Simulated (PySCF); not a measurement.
## `CC(C)c1c[p-]cp1`, [C6H9P2]-, charge -1

Geometry:
```tsv
atom	x (Å)	y (Å)	z (Å)
C1	-1.481	-1.238	0.182
C2	-0.621	-0.307	-0.675
C3	-1.368	0.996	-0.966
C4	0.708	-0.038	-0.012
C5	0.827	0.572	1.212
P6	2.426	0.811	1.860
C7	3.196	0.082	0.497
P8	2.211	-0.511	-0.791
H9	-2.422	-1.473	-0.320
H10	-1.705	-0.769	1.138
H11	-0.946	-2.165	0.375
H12	-0.419	-0.808	-1.631
H13	-0.768	1.633	-1.614
H14	-2.323	0.797	-1.457
H15	-1.560	1.537	-0.041
H16	-0.036	0.901	1.783
H17	4.275	-0.005	0.450
```

Total charge -1.

Level of theory: GIAO BHandHLYP/pcseg-1 magnetisability, rotational g tensor and spin-rotation constants, non-relativistic, gas phase in PySCF. Geometry: GFN2-xTB.

For an ion the centre-of-mass motion in the field is neglected.

Q: Give the nuclear spin-rotation constants along the inertial axes (H = +C I·J) beside the isotropic shieldings.

A: Rotational constants 2.5306, 1.0153, 0.8569 GHz. A star marks the isotopologue with that one atom substituted, in its own axes.
```
atom  isotope  Caa (kHz)  Cbb (kHz)  Ccc (kHz)  mean (kHz)  σ (ppm)
  P6      31P      6.226      2.067      1.259       3.184    159.2
  P8      31P      5.639      2.211      1.283       3.044    167.5
  H9       1H      0.091     -0.105     -0.083      -0.032     31.0
 H10       1H     -0.254      0.042     -0.080      -0.097     30.4
 H11       1H     -0.198     -0.083      0.004      -0.092     30.6
 H12       1H     -0.191      0.043     -0.071      -0.073     28.8
 H13       1H     -0.207     -0.078      0.003      -0.094     30.6
 H14       1H      0.094     -0.106     -0.083      -0.032     31.0
 H15       1H     -0.250      0.040     -0.079      -0.097     30.4
 H16       1H     -0.072      0.090     -0.079      -0.020     24.2
 H17       1H      0.284     -0.029     -0.085       0.057     23.4
  C1     13C*      0.375      0.165      0.118       0.219    165.5
  C2     13C*      0.395      0.166      0.141       0.234    158.5
  C4     13C*      1.370      0.427      0.131       0.643     22.4
  C5     13C*      0.922      0.485      0.102       0.503     55.6
  C7     13C*      1.514      0.409      0.100       0.674     20.7
```
For the geometry as given, no vibrational averaging.
